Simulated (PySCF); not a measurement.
**Bond curve of CsLi**

Set-up: PySCF, scalar-relativistic core potentials, basis sets Cs def2-TZVP with ECP46, Li def2-TZVP. Energies in eV from Cs + Li in their ground configurations at the same level. State: ¹Σ⁺ (singlet), closed shell.

All columns are PBE0. A positive dipole means Cs(−)Li(+).

```csv
R (Å),E (eV),μ (D),Mulliken charge on Cs (basis-dependent),HOMO (eV),LUMO (eV),Mayer bond order,⟨S²⟩
3.224,-0.465,-4.47,0.28,-3.15,-1.09,0.94,0.00
3.374,-0.540,-4.62,0.26,-3.12,-1.11,0.95,0.00
3.524,-0.585,-4.78,0.23,-3.08,-1.14,0.96,0.00
3.636,-0.601,-4.91,0.22,-3.06,-1.17,0.96,0.00
3.749,-0.606,-5.04,0.20,-3.04,-1.20,0.97,0.00
3.861,-0.602,-5.18,0.19,-3.02,-1.23,0.97,0.00
4.011,-0.583,-5.36,0.17,-2.99,-1.27,0.98,0.00
4.199,-0.545,-5.59,0.15,-2.96,-1.32,0.98,0.00
4.424,-0.484,-5.85,0.14,-2.92,-1.38,0.98,0.00
4.724,-0.387,-6.19,0.13,-2.88,-1.46,0.98,0.00
```

A fit through these points gives, at Re = 3.749 Å, μ = -5.04 D and dμ/dR = -1.20 D/Å; the reduced mass is 6.664 u.

Task: How strong is the fundamental in the double-harmonic approximation, I = 42.26·(dμ/dR)²/μred km/mol?

Result: I = 42.26·(-1.20)²/6.664 = 9.13 km/mol at PBE0.

Closed-shell solutions of metal pairs were not tested for spin polarisation, which can lower them a little. Spin–orbit coupling is left out.
